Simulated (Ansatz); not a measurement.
Cost and result for the atomization energy of `[F][In-]([F])([F])[SeH2+]` (7 atoms, 6 bonds).

Charge 0, multiplicity 1. Correlated methods include outer-core shells of In, Se, which these sets cover unevenly. Scalar relativity is left out up to krypton. In takes the def2 core potential. Geometry: relaxed with PBE0-D4/def2-TZVP. It is one conformer, not always the lowest. Program: Ansatz. All runs use 4 threads of an Intel Xeon Platinum 8375C on a shared host. Times are those of one run each, without the atoms' runs, and a repeat can differ threefold. Electronic energies, without spin–orbit coupling; frozen cores. CCSD(T)/CBS adds CCSD(T) − MP2 in def2-TZVPP to the MP2 limit, and its time is that of the two runs behind it. T1 = 0.014. With those shells the extrapolation isn't a true limit. B3LYP takes the VWN-RPA correlation (the form of Gaussian; ORCA's B3LYP/G).

CCSD(T)/CBS is a level of theory with its own doubt, some kJ/mol a heavy atom from the limit and from the frozen cores, so smaller differences don't rank the functionals.

```
                            level  functions  wall time  atomization (kcal/mol)  difference from CCSD(T)/CBS  per bond
           LDA (SPW92)/def2-TZVPP        219      1.2 s                   564.1                         78.9      13.2
             revPBE-D4/def2-TZVPP        219      1.9 s                   465.8                        -19.4      -3.2
  PBE-D4/def2-TZVPP (with forces)        219      2.5 s                   485.1                         -0.1       0.0
               PBE0-D4/def2-TZVPP        219      2.7 s                   464.1                        -21.1      -3.5
            r2SCANh-D4/def2-TZVPP        219      3.5 s                   469.2                        -16.0      -2.7
B3LYP-D4/def2-TZVPP (with forces)        219        4 s                   466.3                        -18.9      -3.2
              PBE-QIDH/def2-TZVPP        219      4.7 s                   463.6                        -21.6      -3.6
                B2PLYP/def2-TZVPP        219        5 s                   465.7                        -19.5      -3.3
                 CCSD(T)/def2-SVP        110      8.5 s                   438.3                        -46.9      -7.8
 ωB97M-V/def2-TZVPP (with forces)        219        9 s                   473.1                        -12.1      -2.0
                   MP2/def2-QZVPP        402       18 s                   493.7                          8.5       1.4
               CCSD(T)/def2-TZVPP        219    2.6 min                   463.2                        -22.0      -3.7
                CCSD(T)/CBS(def2)          –    2.9 min                   485.2                          0.0       0.0
```

The D4 term adds +5.7 kcal/mol with B3LYP and +3.0 kcal/mol with PBE0; it sums over pairs of atoms, weighted by their polarisabilities, and B3LYP, whose exchange is more repulsive, gets the larger term. In def2-TZVPP, CCSD(T) changes the Hartree–Fock value by +152.3 kcal/mol (the triples alone add +11.2 kcal/mol) and MP2 by +169.3 kcal/mol; breaking electron pairs costs correlation energy, which Hartree–Fock lacks. From r2SCAN to r2SCAN0 (25 % exact exchange), in def2-TZVPP and without D4, the atomization energy moves by −20.5 kcal/mol: exact exchange takes away binding that semilocal exchange gives to molecules.

Spin–orbit coupling would lower the free In atoms strongly, and the atomization energy with them, by more than many differences here. For some Ge, Se and Sn compounds the MP2-based and the directly extrapolated limit differ by 10 to 25 kJ/mol.
